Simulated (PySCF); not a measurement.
**Magnetisability and related constants of `N#CC#CC1=C[Se]C[C@@H]1F`, C$_{7}$H$_{4}$FNSe**

Theory: PySCF, GIAO KT3/pcSseg-1 magnetisability, rotational g tensor and spin-rotation constants, non-relativistic, gas phase. Geometry: GFN2-xTB.

Input:
```
{"job": {"kind": "mag", "xc": "KT3", "basis": "pcSseg-1", "isotopologues": 0}, "charge": 0, "multiplicity": 1}
N      4.943490    -1.277048     0.117988
C      3.852578    -0.911927     0.150044
C      2.565872    -0.482787     0.177850
C      1.419067    -0.081999     0.205062
C      0.088732     0.330236     0.201769
C     -0.353019     1.485705     0.735544
Se    -2.178600     1.810244     0.579913
C     -2.279276     0.171388    -0.524828
C     -0.971300    -0.592387    -0.359576
F     -1.160770    -1.640437     0.526800
H      0.278452     2.210594     1.221972
H     -3.121258    -0.437135    -0.196377
H     -2.431795     0.477897    -1.559788
H     -0.652851    -1.062818    -1.298538
```
Coordinates are in Å.

Command: `OMP_NUM_THREADS=1 python excited_run.py task.json out`

What does the run print?

Atoms count from 0.
```
coarse grid: 63904 points
cycle   1  E = -2839.9977048946  dE =  5.682e-01  |g| = 8.602e-01  |ddm| = 4.402e+00
cycle   2  E = -2839.5431112051  dE =  4.546e-01  |g| = 1.601e+00  |ddm| = 2.941e+00
cycle   3  E = -2840.0245454560  dE = -4.814e-01  |g| = 5.768e-01  |ddm| = 2.456e+00
cycle   4  E = -2840.0941981210  dE = -6.965e-02  |g| = 2.857e-01  |ddm| = 6.991e-01
cycle   5  E = -2840.1128952412  dE = -1.870e-02  |g| = 1.087e-01  |ddm| = 3.665e-01
cycle   6  E = -2840.1154143216  dE = -2.519e-03  |g| = 5.194e-02  |ddm| = 1.308e-01
cycle   7  E = -2840.1159923091  dE = -5.780e-04  |g| = 1.480e-02  |ddm| = 5.223e-02
cycle   8  E = -2840.1160289594  dE = -3.665e-05  |g| = 7.724e-03  |ddm| = 2.026e-02
cycle   9  E = -2840.1160451422  dE = -1.618e-05  |g| = 2.605e-03  |ddm| = 1.089e-02
cycle  10  E = -2840.1160471086  dE = -1.966e-06  |g| = 6.254e-04  |ddm| = 3.371e-03
final grid: 135616 points
cycle  11  E = -2840.1160615650  dE =  2.220e-07  |g| = 1.204e-03  |ddm| = 4.152e-03
cycle  12  E = -2840.1160595991  dE =  1.966e-06  |g| = 2.923e-03  |ddm| = 4.316e-03
cycle  13  E = -2840.1160617364  dE = -2.137e-06  |g| = 8.340e-04  |ddm| = 3.316e-03
cycle  14  E = -2840.1160619271  dE = -1.907e-07  |g| = 1.162e-04  |ddm| = 7.661e-04
cycle  15  E = -2840.1160619304  dE = -3.328e-09  |g| = 3.545e-05  |ddm| = 1.580e-04
cycle  16  E = -2840.1160619308  dE = -3.538e-10  |g| = 6.250e-06  |ddm| = 4.482e-05
converged SCF energy = -2840.1160619308

Magnetisability tensor (1e-30 J/T^2)
    -1572.14       61.48       47.09
       61.48    -1485.34       95.52
       47.09       95.52    -1519.69
isotropic -1525.72   principal values   -1604.46  -1597.63  -1375.08
isotropic susceptibility -91.881 1e-6 cm^3/mol

Inertial axes            a          b          c
rot. const./GHz      2.4784     0.3953     0.3514
chi total           -96.568    -85.259    -93.818
chi diamagnetic    -569.834  -2764.833  -3100.445
chi paramagnetic    473.267   2679.574   3006.627
quadrupole/D A      -29.332     16.348     12.984
g nuclear            0.5254     0.4864     0.4882
g electronic        -0.5510    -0.4976    -0.4964
g total             -0.0257    -0.0112    -0.0082

Spin-rotation constants (kHz, H = +C I.J)
atom  isotope        aa         bb         cc
  0    14N        0.079      0.086      0.078
  9    19F        1.925      0.302      0.407
 10     1H       -0.199      0.032     -0.036
 11     1H       -0.146     -0.009     -0.031
 12     1H       -0.228     -0.043      0.012
 13     1H       -0.143     -0.021     -0.003
  1    13C*       0.026      0.155      0.139
  2    13C*       0.299      0.099      0.100
  3    13C*       0.011      0.136      0.119
  4    13C*       0.821      0.129      0.070
  5    13C*       1.040      0.169      0.071
  6   77Se*       4.420      0.775      0.764
  7    13C*       0.382      0.073      0.075
  8    13C*       0.690      0.106      0.093
* in the singly substituted isotopologue
```

The calculation is non-relativistic, which matters for the atoms heavier than Zn.

It took 56 s wall time on 1 thread of an Arm Neoverse V2, shared host, peak memory 0.82 GiB.
